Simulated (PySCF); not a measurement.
SMILES [OH][Al]([OH])[SiH3] (H₅AlO₂Si) (B3LYP/def2-SVP optimised geometry):

```
9

Al    -1.404    -1.595     1.928
O     -2.839    -2.494     1.732
H     -3.345    -3.001     2.372
O     -0.559    -1.469     3.404
H     -0.751    -1.845     4.266
Si    -0.517    -0.408     0.000
H      0.979    -0.408     0.000
H     -0.962     1.022     0.000
H     -0.979    -1.022    -1.282
```

Level of theory: B3LYP/def2-TZVP (PySCF 2.14.0).

Question: What are the frontier orbital energies and the dipole moment?

Answer: HOMO-2 -8.80 eV, HOMO-1 -8.73 eV, HOMO -7.87 eV, LUMO -0.90 eV, LUMO+1 -0.57 eV; dipole moment 2.54 D.

On the same geometry PBE/def2-TZVP (PySCF) gives HOMO-2 -7.36 eV, HOMO-1 -7.32 eV, HOMO -6.97 eV, LUMO -1.48 eV, LUMO+1 -1.09 eV; dipole moment 2.44 D.

Meta-Löwdin charges at B3LYP/def2-TZVP: Al1 0.97, O2 -0.78, H3 0.34, O4 -0.78, H5 0.34, Si6 0.12, H7 -0.08, H8 -0.07, H9 -0.08.
